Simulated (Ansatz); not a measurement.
`[CH3][In]([NH2])[O][SiH3]` + `C[CH2][GeH3]` → `[CH3][In]([NH2])[GeH3]` + `CCO[SiH3]`  (redistribution)

Computed with Ansatz on PBE0-D4/def2-TZVP structures; ΔE is electronic, products minus reactants. CCSD(T)/CBS is the MP2 limit (def2-TZVPP, def2-QZVPP) plus CCSD(T) − MP2 in def2-TZVPP, frozen cores. DFT in def2-TZVPP. def2 core potentials past Kr. For Ge, In outer-core shells are correlated without core-valence functions, which leaves a few kJ/mol of doubt a bond. Scalar relativity is left out up to krypton. Each species was taken in one conformer, which may not be the lowest.

CCSD(T)/CBS gives +17.0 kcal/mol.

Question: Another level gave +13.5 kcal/mol. Which?
A. SCS-MP2/def2-TZVPP
B. CCSD/def2-TZVPP
C. r2SCAN0/def2-TZVPP
D. PBE0/def2-TZVPP

Answer: C. r2SCAN0 13.5, CCSD/def2-TZVPP 15.8, PBE0 12.0, SCS-MP2/def2-TZVPP 17.7 kcal/mol.

Largest T1 diagnostic among the species: 0.014.

The D4 term adds +0.8 kcal/mol with B3LYP and +0.4 kcal/mol with PBE0; it sums over pairs of atoms, weighted by their polarisabilities, and B3LYP, whose exchange is more repulsive, gets the larger term. From BLYP to BHLYP (50 % exact exchange), in def2-TZVPP and without D4, ΔE moves by +0.8 kcal/mol. Leaving LDA and LC-ωPBE aside and taking each functional with its dispersion term where it has one, the values, not all of them listed here, spread over 4.1 kcal/mol, from PBE-D4 to B97M-V. LDA lies −1.9 kcal/mol from PBE without D4.

B3LYP here is the variant with VWN-RPA as its local correlation; programs differ in this.
